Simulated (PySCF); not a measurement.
B(H)(vinyl)(NH2) (C₂H₆BN), SMILES C=CBN. Geometry optimised at ωB97X-D3(BJ)/def2-SVP. The values are those of a single conformer.

Give the equilibrium geometry at ωB97X-D3(BJ)/def2-SVP (PySCF confirms it by a frequency run) as bond lengths and angles. (The exact figures need the calculation; the answer reports its results.)

Several could match; the one computed here: 
Atoms: B1 H2 C3 C4 H5 H6 H7 N8 H9 H10. Bonded distances (Å): B1–H2 1.214, B1–C3 1.575, B1–N8 1.398, C3–C4 1.340, C3–H5 1.099, C4–H6 1.097, C4–H7 1.098, N8–H9 1.012, N8–H10 1.013. Bond angles (°): H2–B1–C3 121.2, H2–B1–N8 118.0, C3–B1–N8 120.8, B1–C3–C4 123.6, B1–C3–H5 119.0, C4–C3–H5 117.3, C3–C4–H6 122.6, C3–C4–H7 121.6, H6–C4–H7 115.8, B1–N8–H9 123.2, B1–N8–H10 122.8, H9–N8–H10 114.0.
